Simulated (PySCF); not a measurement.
Input for PySCF: R-HF/STO-3G on C2H4S (a complex), monomers drawn apart or pushed together.

```python
from pyscf import gto, scf, dft, mp
from pyscf.data.elements import chemcore

mol = gto.M(
    atom='''
    C     0.51859422    0.27175526   -0.15663105
    C    -0.59238015   -0.14862288   -0.00710462
    H     1.50477007    0.64605088   -0.28864041
    H    -1.57910562   -0.52088284    0.12655946
    S     0.15001860    0.80784668    3.50045359
    H     0.64021392   -0.42639918    3.69717209
    H     0.05094979    0.62115404    2.17287405
    ''',
    basis='sto-3g',
    charge=0, spin=0, verbose=3, max_memory=1800)
mf = scf.RHF(mol)
mf.conv_tol = 1e-8
mf.max_cycle = 100
mf.kernel()
if not mf.converged:
    mf = mf.newton().run(mf.mo_coeff, mf.mo_occ)
```

The log:

```
converged SCF energy = -470.162536312202
```

The calculation finished and met its thresholds.

Cost: around 0.14 core-seconds (rough).
